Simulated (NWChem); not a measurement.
System: C4H3B; SMILES C(#C)BC#C

Input file for NWChem:

```
start job
memory heap 200 mb stack 900 mb global 1100 mb
geometry units angstroms noautoz
  B      0.000000     0.000000    -0.837757
  C      1.323155     0.000000    -0.098525
  C      2.399126     0.000000     0.476045
  H      3.346869     0.000000     0.985187
  C     -1.323155     0.000000    -0.098525
  C     -2.399126     0.000000     0.476045
  H     -3.346869     0.000000     0.985187
  H      0.000000     0.000000    -2.046597
end
basis spherical
  * library def2-svp
end
dft
  xc xwpbe 1.00 cpbe96 1.0 hfexch 1.00
  cam 0.05 cam_alpha 0.0 cam_beta 1.0
  iterations 150
  vectors input atomic output neutral.movecs
end
task dft energy
charge 1
dft
  odft
  mult 2
  vectors input atomic output cation.movecs
end
task dft energy
```

All runs use the structure optimised with PBE0/def2-SVP.

Ions are spin-unrestricted doublets at the neutral geometry; other ion states weren't tried. Functional: LC-ωPBE (HJS hole) with def2-SVP; the question gives the range parameter ω in 1/bohr.

Question: Give the results of this calculation. (LC-wPBE (HJS exchange hole, range parameter 0.05 per bohr)/def2-SVP, vertical spin-unrestricted ions.) Quantities: vertical ionisation energy, ΔSCF (eV); −ε(HOMO) (eV).

Answer: 
```json
{
  "vertical ionisation energy, ΔSCF (eV)": "9.84",
  "−ε(HOMO) (eV)": "7.59"
}
```
